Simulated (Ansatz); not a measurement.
`CC=N` + `ClB(Cl)[SeH]` → `C[Se]B(Cl)Cl` + `C=N` at 700 K and 1 bar (substitution at a C–C bond).

Computed with Ansatz on PBE0-D4/def2-TZVP structures; ΔE is electronic, products minus reactants. CCSD(T)/CBS adds triple-zeta CCSD(T) − MP2 to the extrapolated MP2 energy (def2 sets, frozen cores). This one scheme is used for every species. For Se outer-core shells are correlated without core-valence functions, which leaves a few kJ/mol of doubt a bond. Scalar relativity is left out up to krypton. One conformer a species, not always the lowest.

```
       species  CCSD(T)/CBS energy (Eh)  H − E (kJ/mol)  S (J/(mol·K))
        `CC=N`               -133.79309           226.8          331.3
`ClB(Cl)[SeH]`              -3345.76079            90.3          396.5
`C[Se]B(Cl)Cl`              -3385.02344           186.6          463.2
         `C=N`                -94.52360           135.6          268.6
```

H − E and S are ideal-gas, rigid-rotor, harmonic terms from PBE0-D4/def2-TZVP, for one conformer and one mirror image of each species. 1 Eh = 2625.50 kJ/mol, R = 8.31446 J/(mol·K).

Q: By hand: ΔE, ΔH, ΔS and ΔG.

A: ΔE = (-3385.02344) + (-94.52360) − (-133.79309) − (-3345.76079) = 0.00684 Eh = 18.0 kJ/mol. Δ(H − E) = 186.6 + 135.6 − 226.8 − 90.3 = 5.1, so ΔH = 23.1 kJ/mol. ΔS = 463.2 + 268.6 − 331.3 − 396.5 = 4.0 J/(mol·K). ΔG = 23.1 − 700 × (4.0)/1000 = 20.3 kJ/mol.

Q: By hand: the equilibrium constant, and the temperature at which ΔG would vanish if ΔH and ΔS stayed fixed.

A: log₁₀ K = −ΔG/(RT ln 10) = -1.5. ΔG = 0 at ΔH/ΔS = 5775 K, far beyond where these terms or the molecules hold.

The number of gas molecules stays the same, so ΔS is small and ΔH decides. A doubt of 5 kJ/mol in ΔE shifts log₁₀ K by 0.4 here. Other conformers and mirror images would add mixing entropy, several J/(mol·K) or more a flexible species. These are equilibria of isolated gas molecules and say nothing of rates. Largest T1 diagnostic: 0.012 (customary marks: 0.02 for closed shells, 0.045 for open ones).
